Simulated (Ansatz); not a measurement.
Consider the formal loss of a carbene: `O[CH2][GeH2][OH]` → `[CH2]` (triplet) + `[OH][GeH2][OH]`.

Isolated molecules relaxed with PBE0-D4/def2-TZVP in Ansatz; ΔE leaves out vibrations. CBS: MP2 limit from def2 TZ/QZ plus the TZ coupled-cluster correction, frozen cores. This one scheme is used for every species. Functionals use def2-TZVPP. HSE06 is defined as in plane-wave codes. Triplets are unrestricted, without spin–orbit coupling. For Ge outer-core shells are correlated without core-valence functions, which leaves a few kJ/mol of doubt a bond. Scalar relativity is left out up to krypton. One conformer a species, not always the lowest.

CCSD(T)/CBS gives +317.1 kJ/mol.

Q: Another level gave +319.9 kJ/mol. Which?
A. HSE06-D4/def2-TZVPP
B. PBE-QIDH/def2-TZVPP
C. HSE06/def2-TZVPP
D. r2SCAN0/def2-TZVPP

A: A. HSE06-D4 319.9, PBE-QIDH 311.3, HSE06 315.4, r2SCAN0 287.7 kJ/mol.

Largest T1 diagnostic among the species: 0.012.

The D4 term adds +8.8 kJ/mol with B3LYP and +4.7 kJ/mol with PBE0; it sums over pairs of atoms, weighted by their polarisabilities, and B3LYP, whose exchange is more repulsive, gets the larger term. Leaving LDA and LC-ωPBE aside and taking each functional with its dispersion term where it has one, the values, not all of them listed here, spread over 40.6 kJ/mol, from r2SCAN0-D4 to PBE-D4. LDA lies +71.4 kJ/mol from PBE without D4.

CCSD(T)/CBS has its own doubt, a few kJ/mol and more with outer-core shells, so smaller differences from it don't rank the levels.

B3LYP here is the variant with VWN-RPA as its local correlation; programs differ in this.
